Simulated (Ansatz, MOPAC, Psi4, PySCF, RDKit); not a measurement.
Complex: CH5N (SMILES CN) (first 7 atoms) with CH2O2 (SMILES O=CO); geometry from B3LYP-D3(BJ)/def2-TZVP, rigid monomers moved along the line of their centres of mass till N2···H12 is 1.91 Å.
(charge 0, multiplicity 1):
```
atom    x (Å)    y (Å)    z (Å)
----  -------  -------  -------
C      0.1951   0.6462   0.1549
N     -0.5601  -0.4425   0.7931
H      0.9855   0.9585   0.8359
H     -0.4698   1.4936  -0.0117
H      0.6467   0.3639  -0.8006
H      0.0563  -1.2240   0.9904
H     -1.3030  -0.7782   0.1909
O      1.2209  -0.1268   3.6174
C      0.2044   0.2547   4.1489
O     -0.9802   0.3608   3.5741
H      0.1598   0.5645   5.2038
H     -0.9055   0.0552   2.6017
```

Interaction energies are E(AB) − E(A) − E(B) at the monomers' geometry in the complex; basis-set methods are counterpoise corrected. Rows marked so take none.

Cores are frozen in the correlated methods. Rows in 6-311+G**, 6-31G* carry no dispersion term and start afresh at each structure (6-31G* with six Cartesian d functions). The state that PM7 reach isn't checked; PM7 holds dispersion and hydrogen-bond terms.

Programs: Ansatz (a program for electronic structure); MOPAC for PM7 (differences of heats of formation); Psi4 for SAPT; PySCF for 6-311+G** rows, 6-31G* rows, the dispersion terms; RDKit for the force fields. Values without a source in brackets are computed.

```
level                              interaction energy (meV)
---------------------------------  ------------------------
MMFF94                                               -451.6
PM7                                                  -440.0
PBE/def2-TZVPPD                                      -564.2
B3LYP/6-31G* (no counterpoise)                       -683.1
B3LYP/6-311+G** (no counterpoise)                    -563.9
B3LYP-D3(BJ)/def2-TZVPPD                             -606.1
PBE0-D4/def2-TZVPPD                                  -618.3
CCSD(T)/aug-cc-pVDZ                                       ?
SAPT0/jun-cc-pV(D+d)Z                                     ?
```

What belongs in the gaps?


- CCSD(T)/aug-cc-pVDZ, interaction energy (meV): -531.4
- SAPT0/jun-cc-pV(D+d)Z, interaction energy (meV): -588.1
